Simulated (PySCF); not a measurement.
## Atomic charges against the basis set

Compound: C₂H₃F₄NSi.
SMILES with atom numbers: `[F:1][SiH2:2]/[N:3]=[CH:4]\[C:5]([F:6])([F:7])[F:8]` (hydrogens: H9, H10 on Si2; H11 on C4)

PBE0 throughout (PySCF), one geometry, spherical d and f functions. One conformer (not necessarily the lowest) at the PBE0-D3(BJ)/def2-SVP geometry, without solvent, vibrations or thermal averaging. Atoms taken as equivalent share a column and are averaged. The first 7 of 8 kinds of atom are listed.

Mulliken charges (e):

```
        basis  functions      F1     Si2      N3      C4      C5  F6/F7/F8  H9/H10
       STO-3G         47  -0.244  +0.810  -0.403  -0.001  +0.321    -0.112  -0.116
        6-31G         82  -0.460  +1.088  -0.592  +0.031  +0.736    -0.264  -0.117
     pcSseg-0         82  -0.498  +1.198  -0.815  +0.080  +0.899    -0.317  -0.094
       6-31G*        122  -0.406  +0.827  -0.444  -0.060  +0.922    -0.289  -0.088
      cc-pVDZ        131  -0.317  +0.607  -0.280  +0.037  +0.490    -0.157  -0.067
     def2-SVP        131  -0.344  +0.741  -0.314  -0.006  +0.540    -0.173  -0.086
  aug-cc-pVDZ        215  -0.625  +0.384  -0.502  +0.235  +1.623    -0.460  +0.274
6-311+G(2d,p)        242  -0.453  +0.994  -0.496  -0.031  +0.805    -0.285  -0.053
    def2-TZVP        272  -0.323  +0.517  -0.217  -0.098  +0.478    -0.149  -0.024
      cc-pVTZ        286  -0.284  +0.485  -0.220  -0.090  +0.499    -0.147  -0.040
     IGLO-III        319  -0.481  +1.184  -0.492  +0.060  +0.506    -0.187  -0.169
```

IAO charges (e):

```
        basis  functions      F1     Si2      N3      C4      C5  F6/F7/F8  H9/H10
       STO-3G         47  -0.366  +0.969  -0.404  -0.076  +0.414    -0.139  -0.122
        6-31G         82  -0.502  +1.010  -0.449  -0.001  +0.701    -0.249  -0.092
     pcSseg-0         82  -0.490  +1.024  -0.452  -0.004  +0.704    -0.248  -0.100
       6-31G*        122  -0.525  +1.149  -0.503  +0.026  +0.777    -0.266  -0.139
      cc-pVDZ        131  -0.525  +1.134  -0.491  +0.022  +0.771    -0.265  -0.134
     def2-SVP        131  -0.524  +1.147  -0.490  +0.025  +0.771    -0.266  -0.140
  aug-cc-pVDZ        215  -0.538  +1.145  -0.498  +0.026  +0.781    -0.271  -0.130
6-311+G(2d,p)        242  -0.542  +1.177  -0.509  +0.028  +0.780    -0.271  -0.139
    def2-TZVP        272  -0.544  +1.190  -0.511  +0.027  +0.791    -0.273  -0.144
      cc-pVTZ        286  -0.540  +1.175  -0.507  +0.026  +0.789    -0.272  -0.141
     IGLO-III        319  -0.544  +1.185  -0.511  +0.027  +0.785    -0.272  -0.142
```

Hirshfeld charges (e):

| basis | functions | F1 | Si2 | N3 | C4 | C5 | F6/F7/F8 | H9/H10 |
| --- | --- | --- | --- | --- | --- | --- | --- | --- |
| STO-3G | 47 | -0.161 | +0.530 | -0.257 | +0.019 | +0.243 | -0.080 | -0.079 |
| 6-31G | 82 | -0.234 | +0.454 | -0.232 | +0.049 | +0.255 | -0.083 | -0.055 |
| pcSseg-0 | 82 | -0.228 | +0.474 | -0.214 | +0.041 | +0.250 | -0.081 | -0.068 |
| 6-31G* | 122 | -0.202 | +0.416 | -0.224 | +0.055 | +0.248 | -0.075 | -0.066 |
| cc-pVDZ | 131 | -0.196 | +0.417 | -0.208 | +0.042 | +0.241 | -0.071 | -0.071 |
| def2-SVP | 131 | -0.199 | +0.427 | -0.210 | +0.044 | +0.250 | -0.075 | -0.072 |
| aug-cc-pVDZ | 215 | -0.213 | +0.442 | -0.225 | +0.041 | +0.250 | -0.077 | -0.065 |
| 6-311+G(2d,p) | 242 | -0.214 | +0.447 | -0.227 | +0.043 | +0.251 | -0.078 | -0.066 |
| def2-TZVP | 272 | -0.205 | +0.432 | -0.221 | +0.045 | +0.248 | -0.077 | -0.068 |
| cc-pVTZ | 286 | -0.201 | +0.427 | -0.218 | +0.043 | +0.247 | -0.075 | -0.069 |
| IGLO-III | 319 | -0.204 | +0.432 | -0.220 | +0.040 | +0.249 | -0.078 | -0.064 |

Some averages cover members that differ in this geometry, most widely: F6/F7/F8, Mulliken in 6-311+G(2d,p) -0.321 to -0.267; F6/F7/F8, Mulliken in aug-cc-pVDZ -0.490 to -0.444; F6/F7/F8, Hirshfeld in cc-pVDZ -0.079 to -0.054; F6/F7/F8, Hirshfeld in 6-31G* -0.084 to -0.058 e.

Which scheme is steadiest as the basis changes?

Largest range over the bases for any column: Hirshfeld 0.11 e, IAO 0.38 e, Mulliken 1.30 e. Hirshfeld charges move least and Mulliken charges most, counted in e. Without the minimal STO-3G basis the ranges are Hirshfeld 0.06, IAO 0.18, Mulliken 1.15 e.

How much do the charges still move between the two largest bases, cc-pVTZ and IGLO-III?

At most, over all atoms: Mulliken 0.698 e, IAO 0.010 e, Hirshfeld 0.005 e.

What do the same runs give for the total energy, the frontier levels and the dipole moment?

```tsv
basis	energy (Eh)	HOMO (eV)	LUMO (eV)	μ (D)
STO-3G	-810.2238	-3.99	2.18	0.96
6-31G	-820.8111	-7.95	-2.03	1.86
pcSseg-0	-819.4414	-8.02	-2.17	1.72
6-31G*	-821.0081	-7.74	-1.70	1.55
cc-pVDZ	-821.0561	-7.81	-1.82	1.45
def2-SVP	-820.5402	-7.91	-1.94	1.43
aug-cc-pVDZ	-821.1040	-8.05	-2.08	1.42
6-311+G(2d,p)	-821.2255	-8.12	-2.14	1.43
def2-TZVP	-821.2866	-8.04	-2.06	1.39
cc-pVTZ	-821.2559	-7.97	-1.99	1.39
IGLO-III	-821.2917	-8.08	-2.10	1.38
```

The dipole is fixed by the density alone, so its range of 0.90 D shows that the density itself changes with the basis, not only its division among atoms.
